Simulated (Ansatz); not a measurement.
BFH$_{8}$Si$_{3}$ (`B[SiH](F)[SiH2][SiH3]`), relaxed with RKS PBE0-D4/def2-TZVP in Ansatz 0.2.0 from a PBE-D4/def2-SVP geometry. The force threshold is 0.005 eV/Å; the program also tests the step.

The species carries charge 0 and has multiplicity 1.

Start:

```xyz
13

B     1.219    1.161   -1.501
Si   -0.735    1.067   -1.173
F    -1.341    2.255   -0.196
Si   -0.957   -0.979    0.020
Si    0.430   -0.895    1.917
H     1.699    0.386   -2.308
H     1.971    1.855   -0.846
H    -1.592    1.021   -2.413
H    -0.538   -2.115   -0.878
H    -2.400   -1.174    0.411
H     1.853   -0.713    1.457
H     0.049    0.283    2.771
H     0.340   -2.152    2.740
```

```json
{"step": "1", "energy (eV)": "-27145.4495", "largest force (eV/Å)": "1.158", "largest move (Å)": "0.000"}
{"step": "2", "energy (eV)": "-27145.4950", "largest force (eV/Å)": "0.718", "largest move (Å)": "0.044"}
{"step": "3", "energy (eV)": "-27145.5037", "largest force (eV/Å)": "0.294", "largest move (Å)": "0.052"}
{"step": "4", "energy (eV)": "-27145.5042", "largest force (eV/Å)": "0.262", "largest move (Å)": "0.179"}
{"step": "5", "energy (eV)": "-27145.5089", "largest force (eV/Å)": "0.031", "largest move (Å)": "0.092"}
{"step": "6", "energy (eV)": "-27145.5093", "largest force (eV/Å)": "0.011", "largest move (Å)": "0.025"}
{"step": "7", "energy (eV)": "-27145.5095", "largest force (eV/Å)": "0.035", "largest move (Å)": "0.025"}
{"step": "8", "energy (eV)": "-27145.5096", "largest force (eV/Å)": "0.032", "largest move (Å)": "0.021"}
{"step": "9", "energy (eV)": "-27145.5097", "largest force (eV/Å)": "0.013", "largest move (Å)": "0.013"}
{"step": "10", "energy (eV)": "-27145.5097", "largest force (eV/Å)": "0.009", "largest move (Å)": "0.010"}
{"step": "11", "energy (eV)": "-27145.5097", "largest force (eV/Å)": "0.006", "largest move (Å)": "0.002"}
{"step": "12", "energy (eV)": "-27145.5097", "largest force (eV/Å)": "0.002", "largest move (Å)": "0.005"}
```

End:

```xyz
13

B     1.231    1.197   -1.555
Si   -0.709    1.045   -1.147
F    -1.291    2.249   -0.246
Si   -0.967   -0.965    0.057
Si    0.404   -0.931    1.951
H     1.711    0.397   -2.305
H     1.960    1.989   -1.037
H    -1.534    0.992   -2.388
H    -0.559   -2.085   -0.836
H    -2.395   -1.154    0.438
H     1.809   -0.705    1.514
H     0.004    0.183    2.850
H     0.337   -2.211    2.704
```

Hardware: 4 threads of an Intel Xeon Platinum 8559C on a shared host. Wall time 32 s, peak host memory 0.7 GiB.
